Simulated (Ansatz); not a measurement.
Consider the hydrogenolysis of a C–C bond: `BC(C)(C)F` + H₂ → `BC(C)F` + CH₄.

Isolated molecules relaxed with PBE0-D4/def2-TZVP in Ansatz; ΔE leaves out vibrations. CBS: MP2 limit from def2 TZ/QZ plus the TZ coupled-cluster correction, frozen cores. This one scheme is used for every species. DFT in def2-TZVPP.

| species | r2SCAN energy (Eh) |
| --- | --- |
| `BC(C)(C)F` | -243.75951 |
| H₂ | -1.17128 |
| `BC(C)F` | -204.45157 |
| CH₄ | -40.50087 |

**Question.** Work out ΔE.

**Answer.** ΔE = (-204.45157) + (-40.50087) − (-243.75951) − (-1.17128) = -0.02165 Eh = -0.59 eV. CCSD(T)/CBS gives -0.55 eV.

Largest T1 diagnostic among the species: 0.010.

In def2-TZVPP, CCSD(T) changes the Hartree–Fock value by +0.24 eV (the triples alone add +0.05 eV) and MP2 by +0.28 eV. Leaving LDA and LC-ωPBE aside and taking each functional with its dispersion term where it has one, the values, not all of them listed here, spread over 0.14 eV, from BHLYP-D4 to revPBE-D4. LDA lies +0.14 eV from PBE without D4.
